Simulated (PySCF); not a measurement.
## RuCl₂ + 2 H₂O → Ru(OH)₂ + 2 HCl

Level: PBE0 in the def2-TZVP basis family, computed in PySCF with density fitting; scalar-relativistic core potentials for atoms from Rb on, none lighter, no spin–orbit coupling; open shells unrestricted.

| species | state and structure | E (Eh) | ZPE (kJ/mol) | H(298 K) − H(0) (kJ/mol) | S° (J/(mol K)) |
| --- | --- | --- | --- | --- | --- |
| RuCl₂ | quintet, D∞h, Ru–Cl 2.230 Å (×2) | -1015.07402 | 5.5 | 14.6 | 302.7 |
| H₂O | singlet, C2v, O–H 0.960 Å (×2); H–O–H 105.1° | -76.37736 | 56.5 | 9.9 | 188.7 |
| Ru(OH)₂ | quintet, C2, O–H 0.958 Å (×2), Ru–O 1.897 Å (×2); H–O–Ru 126.0° (×2), O–Ru–O 178.7° | -246.43297 | 64.3 | 16.5 | 307.3 |
| HCl | singlet, C∞v, H–Cl 1.279 Å | -460.66440 | 17.9 | 8.7 | 186.6 |

What is the electronic reaction energy?

At PBE0/def2-TZVP, ΔE = 175.8 kJ/mol from the differences of the total energies times 2625.5, uphill. 

Add zero-point, thermal and entropy terms for 298.15 K and 1 bar.

ΔZPE = -18.4 and Δ[H(298) − H(0)] = -0.5 kJ/mol give ΔH° = 156.9 kJ/mol. ΔS° = 0.4 J/(mol K), so ΔG° = 156.9 − 298.15 × (0.0004) = 157 kJ/mol.

Open d or f shells are single determinants, so the state found may not be the ground state. The structures come from searches over a few start shapes, so lower isomers are not excluded.
